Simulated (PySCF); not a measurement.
# Basis-set dependence of population analyses: `ClB(Cl)Cl`

Compound: BCl3.
Atom-mapped SMILES: `[Cl:1][B:2]([Cl:3])[Cl:4]`

PBE0 throughout (PySCF), one geometry, spherical d and f functions. Geometry: PBE0-D3(BJ)/def2-SVP; no solvent, vibrations or thermal averaging. Atoms taken as equivalent share a column and are averaged.

Mulliken charges (e):

| basis | functions | Cl1/Cl3/Cl4 | B2 |
| --- | --- | --- | --- |
| pcSseg-0 | 48 | -0.123 | +0.368 |
| cc-pVDZ | 68 | -0.043 | +0.129 |
| aug-cc-pVDZ | 104 | -0.147 | +0.440 |
| cc-pVTZ | 132 | -0.043 | +0.130 |
| IGLO-III | 167 | -0.066 | +0.199 |
| pcSseg-3 | 300 | -0.112 | +0.336 |

IAO charges (e):

```
      basis  functions  Cl1/Cl3/Cl4      B2
   pcSseg-0         48       -0.013  +0.038
    cc-pVDZ         68       -0.032  +0.095
aug-cc-pVDZ        104       -0.033  +0.100
    cc-pVTZ        132       -0.034  +0.101
   IGLO-III        167       -0.028  +0.085
   pcSseg-3        300       -0.032  +0.096
```

Hirshfeld charges (e):

```csv
basis,functions,Cl1/Cl3/Cl4,B2
pcSseg-0,48,-0.044,+0.131
cc-pVDZ,68,-0.049,+0.147
aug-cc-pVDZ,104,-0.050,+0.149
cc-pVTZ,132,-0.050,+0.149
IGLO-III,167,-0.045,+0.136
pcSseg-3,300,-0.050,+0.149
```

ESP-fitted charges (e):

```tsv
basis	functions	Cl1/Cl3/Cl4	B2
pcSseg-0	48	-0.165	+0.495
cc-pVDZ	68	-0.040	+0.120
aug-cc-pVDZ	104	-0.041	+0.122
cc-pVTZ	132	-0.033	+0.100
IGLO-III	167	-0.019	+0.058
pcSseg-3	300	-0.035	+0.104
```

Task: Which scheme is steadiest as the basis changes?

Result: Largest range over the bases for any column: Hirshfeld 0.02 e, IAO 0.06 e, Mulliken 0.31 e, ESP-fitted 0.44 e. Hirshfeld charges move least and ESP-fitted charges most, counted in e.

Task: How much do the charges still move between the two largest bases, IGLO-III and pcSseg-3?

Result: At most, over all atoms: Mulliken 0.137 e, IAO 0.012 e, Hirshfeld 0.013 e, ESP-fitted 0.047 e.

Task: What do the same runs give for the total energy and the frontier levels?

Result: 
```csv
basis,energy (Eh),HOMO (eV),LUMO (eV)
pcSseg-0,-1403.4476,-9.53,-1.97
cc-pVDZ,-1405.1047,-9.04,-1.53
aug-cc-pVDZ,-1405.1108,-9.15,-1.78
cc-pVTZ,-1405.1556,-9.11,-1.68
IGLO-III,-1405.1228,-9.01,-1.70
pcSseg-3,-1405.1790,-9.14,-1.83
```
